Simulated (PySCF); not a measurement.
Delta-SCF ions had no search for a lower state. Excitations are Tamm–Dancoff values on a coarser integration grid. The basis has no diffuse functions, so Rydberg states are missing or too high.

## C8H8Sn, SMILES `[CH]1=c2c(=[CH][SnH2]1)cccc2` (charge 0, multiplicity 1)

All values below come from PBE-D3(BJ)/def2-TZVP // PBE-D3(BJ)/def2-SVP run with PySCF 2.14.0.

| Item | Result |
|---|---|
| HOMO | -4.83 eV |
| dipole moment | 0.38 D |
| HOMO–LUMO gap | 1.67 eV |
| LUMO | -3.16 eV |
| S1 excitation (TDA) | 2.68 eV |
| S1 oscillator strength | 0.072 |
| brightest of the four lowest singlets (TDA) | 2.68 eV |
| T1 excitation (TDA) | 1.22 eV |
| S1–T1 gap (TDA) | 1.46 eV |
| vertical ionisation energy (Delta-SCF) | 7.16 eV |
| adiabatic ionisation energy (no zero-point term) | 7.07 eV |
| hole reorganisation energy (four-point) | 0.229 eV |
| total energy | -14247.91 eV |
| cost | roughly 10 core-minutes |

Bonded distances (Å): C1–C2 1.374, C1–Sn9 2.148, C1–H10 1.100, C2–C3 1.458, C2–C7 1.513, C3–C4 1.367, C3–H11 1.101, C4–C5 1.451, C4–H12 1.101, C5–C6 1.367, C5–H13 1.101, C6–C7 1.458, C6–H14 1.101, C7–C8 1.374, C8–Sn9 2.148, C8–H15 1.100, Sn9–H16 1.727, Sn9–H17 1.727. Bond angles (°): C2–C1–Sn9 108.4, C2–C1–H10 121.1, Sn9–C1–H10 130.4, C1–C2–C3 122.9, C1–C2–C7 119.6, C3–C2–C7 117.5, C2–C3–C4 121.6, C2–C3–H11 117.8, C4–C3–H11 120.7, C3–C4–C5 121.0, C3–C4–H12 120.1, C5–C4–H12 118.9, C4–C5–C6 121.0, C4–C5–H13 118.9, C6–C5–H13 120.1, C5–C6–C7 121.6, C5–C6–H14 120.7, C7–C6–H14 117.8, C2–C7–C6 117.5, C2–C7–C8 119.6, C6–C7–C8 122.9, C7–C8–Sn9 108.4, C7–C8–H15 121.1, Sn9–C8–H15 130.4, C1–Sn9–C8 83.9, C1–Sn9–H16 115.4, C1–Sn9–H17 115.4, C8–Sn9–H16 115.4, C8–Sn9–H17 115.4, H16–Sn9–H17 109.4.
Charge 0, spin multiplicity 1.
